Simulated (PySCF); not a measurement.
One molecule, one basis, several functionals.

CH8OSSi2.
Atom-mapped SMILES: `[CH3:1][S:2][Si@@H:3]([OH:4])[SiH3:5]` (hydrogens: H6, H7, H8 on C1; H9 on Si3; H10 on O4; H11, H12, H13 on Si5)

Torsions of this conformer, `[CH3:1][S:2][Si@@H:3]([OH:4])[SiH3:5]`: C1–S2–Si3–O4 156°, H–O4–Si3–S2 -57°.

PySCF, def2-SVPD basis, density fitting, gas phase, PBE0-D3(BJ)/def2-SVP geometry; singlet excitations by full TDDFT with frozen cores, triplets by Tamm–Dancoff TDDFT and ionisation energies by ΔSCF, from the lowest of the holes tried. One functional is left out:

```
functional  exact exchange (%)  HOMO energy (eV)  LUMO energy (eV)  lowest singlet excitation (eV)  lowest triplet excitation (eV)  dipole moment (D)  mean polarisability (au)  vertical ionisation energy (eV)
       LDA                   0             -5.79             -1.55                            4.36                            4.15              1.925                     103.2                             8.64
       PBE                   0             -5.72             -1.39                            4.44                            4.19              1.876                     101.2                             8.53
      PBE0                  25             -6.87             -0.56                            5.02                            4.67              1.955                      96.7                             8.76
 BHandHLYP                  50             -7.90              0.25                            5.44                            5.06              2.003                      93.3                             8.80
```

**Question.** Predict the row of B3LYP (20 % exact exchange) by straight lines through the other rows, and check it.

**Answer.** 
| property | line | computed | computed − line | PBE0 (25 %), for comparison |
| --- | --- | --- | --- | --- |
| HOMO energy (eV) | -6.62 | -6.65 | -0.03 | -6.87 |
| LUMO energy (eV) | -0.77 | -0.76 | +0.01 | -0.56 |
| lowest singlet excitation (eV) | 4.84 | 4.90 | +0.06 | 5.02 |
| lowest triplet excitation (eV) | 4.54 | 4.62 | +0.08 | 4.67 |
| dipole moment (D) | 1.942 | 1.922 | -0.020 | 1.955 |
| mean polarisability (au) | 98.4 | 97.6 | -0.8 | 96.7 |
| vertical ionisation energy (eV) | 8.69 | 8.76 | +0.07 | 8.76 |

**Question.** Which of these properties follows the share of exact exchange most closely, and which least?

**Answer.** Most closely the HOMO energy, least the vertical ionisation energy; the correlations over the tabulated rows are HOMO energy -0.999, lowest triplet excitation 0.997, LUMO energy 0.996, lowest singlet excitation 0.993, mean polarisability -0.976, dipole moment 0.926, vertical ionisation energy 0.890. The HOMO energy moves by -0.431 eV for every 10 %. Functionals with the same share still differ in their other parts: at 0 % LDA and PBE differ by 0.07 eV in it.
